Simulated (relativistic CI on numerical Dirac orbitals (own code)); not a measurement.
## Hg42+: q coefficients and field-shift factors

These numbers are calculated, not measured: Dirac-Coulomb-Breit CI, orbitals from a KLI potential per configuration, derivatives by finite differences, unscaled Slater integrals, QED left out (own radial code, finite nucleus).

Configuration list (outside the closed core [Ar] 3d10): 4s2.4p6.4d2, 4s2.4p6.4d.4f, 4s2.4p5.4d3, 4s.4p6.4d2.4f, 4s2.4p6.4f.5s, 4s2.4p6.4f2, 4s.4p6.4f3, 4p6.4d4, 4p5.4d5. Double excitations out of closed p, d and f shells are left out; levels of such configurations are missing from the list, as are those of other unlisted configurations, and high levels can miss mixing partners.

With x = (α/α₀)² − 1 an excitation energy changes as ω = ω₀ + qx; K = 2q/ω₀ is the relative enhancement. Terms are leading LS components, so labels can repeat. The field-shift factor is F = δν/δ⟨r²⟩ for the transition from the lowest level.

Lowest level 4s2.4p6.4d2 3F_2.

```tsv
Level	ω₀ (cm⁻¹)	q (cm⁻¹)	K	F (GHz/fm²)
4s2.4p6.4d2 3P_0	76684	6849	0.179	0.513
4s2.4p6.4d2 3F_3	217994	234000	2.15	8.61
4s2.4p6.4d2 3P_2	254357	233100	1.83	8.94
4s2.4p6.4d2 3P_1	267544	235200	1.76	9.11
4s2.4p6.4d2 1G_4	268881	238100	1.77	9.2
4s2.4p6.4d2 3F_4	466752	464800	1.99	17.4
4s2.4p6.4d2 3P_2	492694	469700	1.91	17.8
4s2.4p6.4d2 1S_0	573848	465100	1.62	17.6
4s2.4p5.4d3 3D°_2	1428527	85100	0.119	14.3
4s2.4p5.4d3 5D°_1	1445357	97620	0.135	15.4
4s2.4p5.4d3 5D°_0	1462168	88510	0.121	16.2
4s2.4p5.4d3 3F°_3	1475221	84380	0.114	13.7
4s2.4p5.4d3 5F°_3	1608866	309500	0.385	22
4s2.4p5.4d3 5S°_2	1629904	316600	0.388	22
4s2.4p5.4d3 5G°_4	1633321	315700	0.387	21.8
4s2.4p5.4d3 3F°_2	1650985	318700	0.386	23.8
4s2.4p5.4d3 5D°_1	1658795	316200	0.381	22.8
4s2.4p5.4d3 3G°_5	1666682	317200	0.381	21.7
4s2.4p5.4d3 3G°_3	1670370	315300	0.378	23.8
4s2.4p5.4d3 3F°_4	1672403	313000	0.374	23.6
4s2.4p5.4d3 3P°_0	1673160	304100	0.364	23.1
4s2.4p5.4d3 3H°_6	1677098	308300	0.368	20.8
4s2.4p5.4d3 3G°_4	1703671	315200	0.37	23
```

At this charge energies of transitions that change n are usually good to better than 1 %, and those within a shell (Δn = 0) to a few per cent.
